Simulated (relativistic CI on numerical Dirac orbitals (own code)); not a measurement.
# Rh6+: 3p photoemission

Computed with this model: Dirac-Coulomb-Breit CI, KLI orbitals optimised for each configuration, model QED, valence Slater integrals scaled by 0.8, multiplet model of photoemission in the sudden approximation; configurations [Kr] 4d3 → [Ne] 3s2 3p5 3d10 4s2 4p6 4d3; 80 K; Lorentzian 2.8 eV and Gaussian 0.6 eV FWHM. Energies are those of the free ion, without screening or charge transfer. The energies are binding energies and can lie tens of eV above those of solids. S is read from ⟨S²⟩ = S(S + 1).

Field parameters in Wybourne normalisation: D3d B²₀ = −7Dσ, B⁴₀ = −14Dq − 21Dτ, B⁴₃ = −14√(10/7) Dq. The field is a parameter set, without covalency.

free ion: ground-state S = 1.48, centroid 616.82 eV. Peaks (eV, height): 608.4 (100), 633.6 (53).

D3d, 10Dq = 43850, Dσ = -720, Dτ = -80 cm⁻¹: ground-state S = 1.49, centroid 616.91 eV. Peaks (eV, height): 608.4 (100), 633.6 (52).

Strongest unbroadened transitions for D3d, 10Dq = 43850, Dσ = -720, Dτ = -80 cm⁻¹:

| Energy (eV) | Relative strength |
| --- | --- |
| 608.07 | 52.4 |
| 608.08 | 61.8 |
| 608.09 | 100.0 |
| 608.50 | 59.4 |
| 608.52 | 57.0 |
| 608.53 | 32.9 |
| 608.83 | 88.4 |
| 608.99 | 29.1 |
| 610.14 | 0.8 |
| 610.42 | 0.5 |
| 610.53 | 0.7 |
| 610.59 | 0.9 |
| 610.63 | 0.9 |
| 633.58 | 39.1 |
| 633.59 | 52.8 |
| 633.90 | 97.8 |
| 633.91 | 54.1 |
| 636.20 | 0.5 |
